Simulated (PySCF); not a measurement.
Zn(Me)(OMe) (C2H6OZn), SMILES C[O][Zn][CH3]. Atoms are numbered in the order given.

```xyz
10

Zn    -0.2185     0.1397     0.3039
C     -1.5246     1.1409     1.3228
H     -2.1175     0.4670     1.9611
H     -2.2165     1.6761     0.6536
H     -1.0299     1.8824     1.9696
O      1.0306    -0.8573    -0.4889
C      1.3846    -0.9026    -1.8345
H      1.7574     0.0675    -2.2310
H      2.2030    -1.6344    -1.9843
H      0.5552    -1.2212    -2.5038
```

Geometry optimised at B3LYP-D3(BJ)/def2-SVP. The structure was generated by enumeration; whether it is a known compound was not checked. Other conformers were not sampled.

All values below come from TDDFT-CAM-B3LYP/def2-SVPD run with PySCF 2.14.0.

Vertical excitations. The molecule is in vacuum.

```json
[
 {"state": "S1", "energy (eV)": "5.56", "λ (nm)": "223", "f": "0.003", "main pairs": "HOMO→LUMO 91 %"},
 {"state": "S2", "energy (eV)": "6.03", "λ (nm)": "206", "f": "0.034", "main pairs": "HOMO−1→LUMO 75 %, HOMO→LUMO+2 17 %"},
 {"state": "S3", "energy (eV)": "6.22", "λ (nm)": "199", "f": "0.008", "main pairs": "HOMO→LUMO+1 93 %"},
 {"state": "S4", "energy (eV)": "6.47", "λ (nm)": "192", "f": "0.065", "main pairs": "HOMO−1→LUMO+1 43 %, HOMO→LUMO+2 41 %, HOMO−1→LUMO 8 %"},
 {"state": "S5", "energy (eV)": "6.49", "λ (nm)": "191", "f": "0.004", "main pairs": "HOMO−1→LUMO+2 96 %"},
 {"state": "S6", "energy (eV)": "6.61", "λ (nm)": "188", "f": "0.048", "main pairs": "HOMO−1→LUMO+1 51 %, HOMO→LUMO+2 38 %"},
 {"state": "S7", "energy (eV)": "7.26", "λ (nm)": "171", "f": "0.224", "main pairs": "HOMO−2→LUMO 88 %"},
 {"state": "S8", "energy (eV)": "7.59", "λ (nm)": "163", "f": "0.005", "main pairs": "HOMO→LUMO+3 70 %, HOMO→LUMO+4 24 %"},
 {"state": "S9", "energy (eV)": "7.69", "λ (nm)": "161", "f": "0.056", "main pairs": "HOMO−2→LUMO+1 89 %"},
 {"state": "S10", "energy (eV)": "7.78", "λ (nm)": "159", "f": "0.080", "main pairs": "HOMO−2→LUMO+2 94 %"},
 {"state": "T1", "energy (eV)": "5.31", "λ (nm)": "234", "f": "0", "main pairs": "HOMO→LUMO 88 %"},
 {"state": "T2", "energy (eV)": "5.52", "λ (nm)": "225", "f": "0", "main pairs": "HOMO−1→LUMO 86 %"},
 {"state": "T3", "energy (eV)": "5.96", "λ (nm)": "208", "f": "0", "main pairs": "HOMO→LUMO+2 89 %"},
 {"state": "T4", "energy (eV)": "6.08", "λ (nm)": "204", "f": "0", "main pairs": "HOMO→LUMO+1 91 %"}
]
```
Triplets are in the Tamm–Dancoff approximation, which puts them higher than full response would, so one can lie above its singlet here.
